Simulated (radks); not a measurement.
The numbers below are computed, except where a source is named.
Spin polarisation of the 5d1 shell in the hafnium ion Hf+. Start: [Xe] 4f14 5d(up 0.5, down 0.5) 6s2; electrons of 5d are moved from spin down to spin up, other shells keep equal spins. Level of theory: scalar-relativistic Kohn-Sham, r2SCAN, spin-polarised, spherical densities, finite nucleus; meta-GGA in the generalised Kohn-Sham scheme; Fermi nuclear charge, rms radius of each element as measured or else 0.836 A^(1/3) + 0.57 fm (a radial shooting solver on a logarithmic mesh with Libxc functionals).

moment (Bohr magnetons)	E - E(0) (eV)	e(5d up) (eV)	e(5d down) (eV)	6s down minus up (eV)	4f down minus up (eV)	5p down minus up (eV)
0	0.000	-10.566	-10.566	0.000	0.000	0.000
0.25	-0.015	-10.681	-10.448	0.129	0.026	0.165
0.5	-0.058	-10.790	-10.327	0.260	0.053	0.330
0.75	-0.130	-10.896	-10.205	0.395	0.079	0.495
1	-0.230	-10.995	-10.084	0.534	0.106	0.661

At moment 1 the spin-polarisation energy is -0.230 eV and the 5d exchange splitting 0.911 eV, that is 0.911 eV per Bohr magneton; E = -I m^2/4 would give I = 0.921 eV.
